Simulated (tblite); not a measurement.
C₁₁H₁₄.
Structure used (GFN2-xTB), in Å, numbered top down from 1:
```xyz
25
C11H14 angstrom
C      3.6198    1.1850    0.0084
C      2.9369   -0.1651    0.1852
C      1.5156   -0.0103    0.7317
C      0.8490   -1.3384    0.8969
C     -0.4221   -1.6391    0.6438
C     -1.4787   -0.7308    0.1981
C     -2.4128   -1.1830   -0.7347
C     -3.4283   -0.3587   -1.1786
C     -3.5398    0.9325   -0.6887
C     -2.6343    1.3860    0.2550
C     -1.6142    0.5632    0.6975
H      4.6306    1.0569   -0.3722
H      3.0647    1.8036   -0.6934
H      3.6758    1.7123    0.9585
H      2.8960   -0.6813   -0.7765
H      3.5235   -0.7828    0.8697
H      1.5710    0.4933    1.7033
H      0.9320    0.6218    0.0592
H      1.5085   -2.1325    1.2258
H     -0.7357   -2.6721    0.7411
H     -2.3283   -2.1897   -1.1199
H     -4.1408   -0.7243   -1.9043
H     -4.3342    1.5778   -1.0340
H     -2.7269    2.3862    0.6538
H     -0.9383    0.9138    1.4620
```

Computed with GFN2-xTB (tblite): harmonic, unscaled wavenumbers at the GFN2-xTB geometry, gas phase. This tight-binding method is rough: wavenumbers can miss measured ones by several per cent, in bad cases by 10 to 20. One conformer, not necessarily the lowest.

Harmonic wavenumbers (cm⁻¹): 29.6, 70.5, 78.3, 109.9, 179.5, 190.3, 233.1, 289.2, 358.9, 376.6, 411.5, 478.0, 512.6, 588.6, 641.6, 671.3, 726.1, 779.6, 797.3, 817.8, 878.1, 900.8, 907.0, 927.4, 930.6, 932.5, 946.8, 986.0, 1042.1, 1085.0, 1091.7, 1107.3, 1118.6, 1126.0, 1182.8, 1196.6, 1218.8, 1230.5, 1248.0, 1278.0, 1283.9, 1291.1, 1326.4, 1353.4, 1380.1, 1416.6, 1434.4, 1473.5, 1478.5, 1497.2, 1504.8, 1506.8, 1581.4, 1599.8, 1696.6, 2922.6, 2965.5, 2980.9, 2983.8, 3029.8, 3031.0, 3032.8, 3038.2, 3048.2, 3066.6, 3070.3, 3077.4, 3087.6, 3099.7.

A = 2287, B = 527.2, C = 471.0 MHz; mass 146.110 u (most abundant isotopes); point group C1, symmetry number 1.

Question: Zero-point energy?

Answer: Half the sum of the wavenumbers: 46967 cm⁻¹ = 134.28 kcal/mol.

Question: Entropy at 500 K, 1 bar (ideal gas, RRHO, classical rotation)?

Answer: Translation 43.44, rotation 32.26, vibration 58.46: S = 134.2 cal/(mol K).

Question: And Cp and H(500 K) − H(0)?

Answer: Cp = 70.03 cal/(mol K), of which vibrations give 62.08 (their classical limit is 69 R = 137.1); H(500 K) − H(0) = 19.11 kcal/mol without the zero-point energy, 15.14 from vibrations.

Question: How do the functions run with temperature in this model?

Answer: 
| T (K) | S (cal/(mol K)) | Cp (cal/(mol K)) | H − H(0) (kcal/mol) | G − H(0) (kcal/mol) | ln q(vib) |
| --- | --- | --- | --- | --- | --- |
| 150 | 82.5 | 25.0 | 2.51 | -9.87 | 3.83 |
| 250 | 98.0 | 37.0 | 5.59 | -18.91 | 6.75 |
| 298.15 | 105.1 | 43.7 | 7.53 | -23.80 | 8.15 |
| 400 | 119.9 | 57.8 | 12.70 | -35.26 | 11.16 |
| 600 | 147.9 | 80.2 | 26.64 | -62.07 | 17.24 |
| 900 | 184.8 | 101.7 | 54.20 | -112.13 | 26.25 |

q(vib) and H(0) count from the zero-point level.

Question: Which modes carry the vibrational entropy at 500 K?

Answer: 29.6 cm⁻¹: 6.88; 70.5 cm⁻¹: 5.16; 78.3 cm⁻¹: 4.95; 109.9 cm⁻¹: 4.28; 179.5 cm⁻¹: 3.32; 190.3 cm⁻¹: 3.21 cal/(mol K); the other 63 give 30.65 together.

Question: What must be added to the electronic energy to get the Gibbs energy at 500 K and 1 bar?

Answer: ZPE + [H(500 K) − H(0)] − T·S = 134.28 + 19.11 − 67.08 = 86.31 kcal/mol.

Question: Blend soft modes into free rotors: weight 1/[1 + (100 cm⁻¹/ν̃)⁴] for the oscillator and the rest for a rotor with moment μB/(μ + B), μ = h/(8π²ν), B = 10⁻⁴⁴ kg m². What vibrational entropy results?

Answer: 53.54 cal/(mol K) in place of 58.46, which changes −T·S at 500 K by +2.46 kcal/mol.

Hindered rotation and anharmonicity are outside this model. Other conformers, if any are populated, would add a mixing term that is left out. The structure is chiral; the term R ln 2 for an equal mix with its mirror image is left out.
